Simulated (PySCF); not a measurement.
**Tb⁵⁴⁺: ionisation energy**

Tb⁵⁴⁺ [Ne] 3s1 (2S) → Tb⁵⁵⁺ [Ne] (1S), as a difference of total energies. All numbers are calculated (PySCF 2.14, scalar relativity by spin-free X2C-1e, in an uncontracted even-tempered set (17 s from 13 bohr⁻², ratio 2.5; 12 p from 17 bohr⁻², ratio 2.5; 4 d from 62 bohr⁻², ratio 2.7; 4 f from 94 bohr⁻², ratio 2.7)). Correlated levels: outer shells: 1s2 frozen; virtual orbitals above 40 to 60 times the deepest correlated orbital energy dropped. The calculations carry no spin-orbit coupling.

```
                method  ionisation energy (eV)
                   UHF                  5218.3
    MP2 (outer shells)                  5219.0
SCS-MP2 (outer shells)                  5218.9
   CCSD (outer shells)                  5219.0
CCSD(T) (outer shells)                  5219.0
```

Breit and QED terms and the two-electron picture change are absent.

For comparison: 5217 ± 5 eV (theoretical estimate listed by NIST; NIST Atomic Spectra Database, ionization energies).
